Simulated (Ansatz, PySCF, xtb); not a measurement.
Complex: HCl (SMILES Cl) (first 2 atoms) with SiH4 (SMILES [SiH4]); geometry from B3LYP-D3(BJ)/def2-TZVP, rigid monomers moved along the line of their centres of mass till Cl1···Si3 is 3.40 Å.
(charge 0, multiplicity 1):
```xyz
7

Cl     0.6255     1.1381    -0.2247
H      1.1186    -0.0336    -0.0576
Si    -0.0960     0.0378     2.9057
H     -0.2327     1.5074     2.9862
H     -1.0771    -0.5096     1.9429
H     -0.3337    -0.5586     4.2405
H      1.2726    -0.3118     2.4591
```

Interaction energies are E(AB) − E(A) − E(B) at the monomers' geometry in the complex; basis-set methods are counterpoise corrected. Rows marked so take none.

Correlated levels freeze the cores. Rows in 6-311+G**, 6-31G* carry no dispersion term and start afresh at each structure (6-31G* with six Cartesian d functions).

The values were computed with Ansatz (Gaussian orbitals); PySCF for 6-311+G** rows, 6-31G* rows; xtb for the GFN methods. Values without a source in brackets are computed.

Question: One of these levels gives -0.22 kcal/mol for the interaction energy. Which one is it?
A) GFN2-xTB
B) B3LYP/6-311+G** (no counterpoise)
C) HF/6-31G*
D) MP2/aug-cc-pV(D+d)Z

Answer: A, GFN2-xTB. The others give 2.66 (HF/6-31G*), 1.74 (B3LYP/6-311+G** (no counterpoise)), 0.45 (MP2/aug-cc-pV(D+d)Z)

Ansatz is an electronic-structure program.
